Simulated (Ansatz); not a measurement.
Basis-set series for C9H5NO4Os, SMILES `[O+]#[C][Os-5]([C]#[O+])([C]#[O+])([C]#[O+])[n+]1ccccc1`. Charge 0, multiplicity 1. Os: def2 effective core potential. The structure was optimised at the PBE0-D4/def2-TZVP level. It is one conformer, not always the lowest.

```tsv
functional	basis	functions	energy (Eh)	HOMO (eV)	LUMO (eV)
PBE0-D4	def2-SVP	253	-791.13457	-5.93	-2.11
PBE0-D4	def2-QZVPP	1036	-791.98846	-6.08	-2.22
ωB97M-V	def2-SVP	253	-791.59258	-7.84	0.03
ωB97M-V	def2-QZVPP	1036	-792.46737	-8.05	-0.17
```

Task: Give the rows for def2-TZVPP. (An estimate is asked.)

Result: Computed: 
```
functional       basis  functions  energy (Eh)  HOMO (eV)  LUMO (eV)
   PBE0-D4  def2-TZVPP        560   -791.95147      -6.05      -2.20
   ωB97M-V  def2-TZVPP        560   -792.43316      -8.02      -0.12
```
